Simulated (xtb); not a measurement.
Al(OH)(SH)2 (AlH3OS2), SMILES [SH][Al]([SH])[OH]. All values are semi-empirical tight-binding results from xtb (GFN2-xTB unless named), good for trends rather than for accurate numbers. Geometry: GFN2-xTB. Other conformers were not sampled.

For metal compounds this method's bond lengths and energies can be far off.

```yaml
orbital_gap: 3.60 eV
zero_point_energy: 18.9 kcal/mol
G − E(el) at 298.15 K (modified RRHO): -1.2 kcal/mol
```
